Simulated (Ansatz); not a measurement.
CH6N2Si2 (`NC1=N[SiH]1[SiH3]`). Total charge 0; spin multiplicity 1.

```xyz
11

N    -1.0300   -0.9470    2.1039
C    -0.1682   -0.2660    1.3455
N     1.1188   -0.2459    1.3095
Si    0.4302    0.8564    0.0914
Si    0.4694    0.2530   -2.1560
H    -0.6846   -1.5397    2.8425
H    -2.0152   -0.7846    2.0304
H     0.4574    2.3151    0.3770
H    -0.6297    0.9363   -2.8922
H     1.7599    0.6406   -2.7879
H     0.2920   -1.2182   -2.2640
```

Question: List the harmonic frequencies (cm⁻¹, unscaled) at PBE0-D4/def2-TZVP in Ansatz. (Best estimate.)

Answer: Ansatz gave: 75, 102, 126, 158, 328, 362, 420, 502, 523, 558, 639, 702, 748, 802, 880, 931, 939, 1089, 1334, 1610, 1701, 2205, 2217, 2220, 2236, 3590, 3754.

Question: Is this a minimum?

Answer: Yes, all 27 modes are real.

Question: Give the ideal-gas thermochemistry at 298.15 K and 1 bar (rigid rotor, harmonic oscillator; point group C1, symmetry number 1).

Answer: Zero-point energy 183.9 kJ/mol; H(298) − E = 207.2 kJ/mol; entropy 363.4 J/(mol·K), of which translation 166.6, rotation 114.3, vibration 82.5; G(298) − E = 98.9 kJ/mol. Modes under 100 cm⁻¹ are hindered rotations or soft bends, so the harmonic entropy is rough.
